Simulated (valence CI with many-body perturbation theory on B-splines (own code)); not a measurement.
The numbers below are computed, except where a source is named.
## Energy levels of Tb³⁴⁺

Level of theory: configuration interaction combined with many-body perturbation theory (CI+MBPT): three valence electrons over a frozen Dirac-Fock core [Ar] 3d10, a basis of 11 s, 11 p, 10 d, 8 f, 5 g, 2 h functions for each j, with the one-electron correlation potential Σ1 (screened to all orders), the two-electron term Σ2, the three-electron term Σ3, Breit, model QED; selected single and double excitations, second order for the rest, scaled by the run's own slope (own B-spline code, finite nucleus).

The last digits are not significant, and no measured levels were compared; by estimate large intervals hold to a few tenths of a per cent, small ones and those within an open d or f shell to about a per cent.

Levels 136 to 180 of 184, with energies above the lowest level, (4s^2 4p1/2) J=1/2. "Leading %" is the weight of the configuration and term that name the level; weights of strongly mixed levels are sums over their largest components and can fall short, so below about 35 % the name and the second component can differ from the true leading terms, or belong to a minority configuration. In the jj column 3d3/2^4 stands for four electrons in 3d with j = 3/2.

```tsv
No.	Configuration	Term	J	E (Ry)	Leading %	Second component	Leading jj	g
136	4p2 4f	2F°	7/2	38.514	39	16 % 4p2 4f 4F°	4p1/2 4p3/2 4f7/2 (44 %)	1.209
137	4p2 4f	2D°	5/2	38.546	38	35 % 4p2 4f 4D°	4p1/2 4p3/2 4f7/2 (51 %)	1.221
138	4p2 4f	4D°	3/2	38.568	37	27 % 4p2 4f 2D°	4p1/2 4p3/2 4f5/2 (75 %)	1.058
139	4p2 4f	2P°	1/2	38.622	49	42 % 4p2 4f 4D°	4p1/2 4p3/2 4f5/2 (88 %)	0.361
140	4p 4d2	2P°	1/2	39.003	76	15 % 4p 4d2 4D°	4p1/2 4d5/2^2 (87 %)	0.664
141	4p2 4f	2F°	5/2	39.122	47	14 % 4p2 4f 2D°	4p1/2 4p3/2 4f7/2 (72 %)	0.935
142	4p2 4f	2G°	9/2	39.138	35	28 % 4p2 4f 2H°	4p1/2 4p3/2 4f5/2 (32 %)	0.996
143	4p2 4f	2D°	3/2	39.244	44	27 % 4p2 4f 2P°	4p1/2 4p3/2 4f7/2 (67 %)	1.027
144	4p2 4f	2F°	7/2	39.435	19	16 % 4p2 4f 2G°	4p1/2 4p3/2 4f7/2 (28 %)	1.041
145	4p 4d2	2D°	3/2	40.255	34	25 % 4p 4d2 4F°	4p3/2 4d3/2^2 (81 %)	0.867
146	4p 4d2	2F°	7/2	40.299	29	22 % 4p 4d2 2G°	4p3/2 4d3/2^2 (56 %)	1.058
147	4p 4d2	4F°	5/2	40.329	30	22 % 4p 4d2 2F°	4p3/2 4d3/2^2 (68 %)	0.981
148	4p 4d2	4G°	9/2	40.385	42	22 % 4p 4d2 2G°	4p3/2 4d3/2 4d5/2 (87 %)	1.182
149	4p 4d2	4F°	7/2	40.446	30	30 % 4p 4d2 2F°	4p3/2 4d3/2 4d5/2 (84 %)	1.174
150	4p 4d2	4G°	11/2	40.482	83	6 % 4s 4d 4f 4G°	4p3/2 4d5/2^2 (52 %)	1.250
151	4p 4d2	4D°	1/2	40.487	69	11 % 4p 4d2 2P°	4p3/2 4d3/2^2 (83 %)	0.366
152	4p 4d2	4D°	5/2	40.596	34	22 % 4p 4d2 4P°	4p3/2 4d3/2 4d5/2 (74 %)	1.320
153	4p 4d2	4D°	3/2	40.618	36	17 % 4p 4d2 2D°	4p3/2 4d3/2^2 (51 %)	1.215
154	4p 4d2	2G°	9/2	40.713	32	12 % 4p2 4f 2H°	4p3/2 4d3/2 4d5/2 (31 %)	1.059
155	4p 4d2	2F°	5/2	40.737	27	26 % 4p 4d2 4D°	4p3/2 4d3/2 4d5/2 (63 %)	1.089
156	4s2 5s	2S	1/2	40.779	99		4s^2 5s (99 %)	2.000
157	4p 4d2	4D°	7/2	40.818	29	18 % 4p 4d2 2F°	4p3/2 4d3/2 4d5/2 (51 %)	1.185
158	4p 4d2	2S°	1/2	40.835	44	28 % 4p 4d2 4P°	4p3/2 4d3/2 4d5/2 (91 %)	1.725
159	4p 4d2	2H°	11/2	40.882	61	24 % 4p2 4f 4G°	4p3/2 4d3/2 4d5/2 (40 %)	1.136
160	4p 4d2	4D°	3/2	40.936	25	16 % 4p 4d2 4P°	4p3/2 4d3/2 4d5/2 (48 %)	1.382
161	4s 4d 4f	2G°	7/2	40.982	21	20 % 4p 4d2 2G°	4p3/2 4d3/2 4d5/2 (62 %)	1.092
162	4p 4d2	4P°	5/2	41.152	42	28 % 4p 4d2 2D°	4p3/2 4d5/2^2 (56 %)	1.387
163	4s 4d 4f	4H°	7/2	41.154	81	4 % 4p 4d2 4D°	4s 4d3/2 4f5/2 (73 %)	0.755
164	4p 4d2	2D°	5/2	41.195	32	29 % 4s 4d 4f 2D°	4p3/2 4d3/2 4d5/2 (51 %)	1.190
165	4s 4d 4f	4H°	9/2	41.269	22	20 % 4s 4d 4f 2G°	4p3/2 4d5/2^2 (31 %)	1.149
166	4p 4d2	4S°	3/2	41.297	27	21 % 4s 4d 4f 2D°	4p3/2 4d3/2 4d5/2 (61 %)	1.232
167	4p 4d2	2F°	7/2	41.316	31	17 % 4p 4d2 4D°	4p3/2 4d5/2^2 (57 %)	1.127
168	4s 4d 4f	4H°	9/2	41.382	70	8 % 4p 4d2 2G°	4s 4d3/2 4f7/2 (42 %)	1.034
169	4s 4d 4f	4F°	3/2	41.392	64	6 % 4s 4d 4f 2D°	4s 4d3/2 4f5/2 (58 %)	0.599
170	4p2 4f	4F°	7/2	41.474	12	12 % 4s 4d 4f 2F°	4p3/2 4d5/2^2 (34 %)	1.199
171	4s 4d 4f	4F°	5/2	41.553	74	5 % 4p 4d2 2D°	4s 4d3/2 4f7/2 (41 %)	1.041
172	4s 4d 4f	4H°	11/2	41.583	84	7 % 4s 4d 4f 2H°	4s 4d3/2 4f7/2 (58 %)	1.135
173	4p 4d2	2P°	1/2	41.602	39	29 % 4p2 4f 4D°	4p3/2 4d5/2^2 (44 %)	0.653
174	4p 4d2	2F°	5/2	41.620	57	14 % 4p2 4f 2F°	4p3/2 4d3/2 4d5/2 (55 %)	0.898
175	4s 4d 4f	2G°	9/2	41.667	24	24 % 4p2 4f 4F°	4p3/2^2 4f7/2 (40 %)	1.206
176	4p 4d2	2D°	3/2	41.701	28	12 % 4s 4d 4f 2D°	4p3/2 4d3/2 4d5/2 (61 %)	0.900
177	4s 4d 4f	4F°	7/2	41.723	66	12 % 4s 4d 4f 4G°	4s 4d3/2 4f7/2 (54 %)	1.186
178	4s 4d 4f	4G°	5/2	41.790	36	10 % 4p2 4f 4D°	4s 4d3/2 4f5/2 (51 %)	0.872
179	4p2 4f	2D°	3/2	41.866	26	21 % 4s 4d 4f 4F°	4p3/2^2 4f5/2 (36 %)	0.754
180	4s 4d 4f	4G°	7/2	41.887	14	11 % 4s 4d 4f 2F°	4s 4d3/2 4f5/2 (23 %)	1.133
```

Where two levels of one J and parity lie close, their mixing, g and order are uncertain.
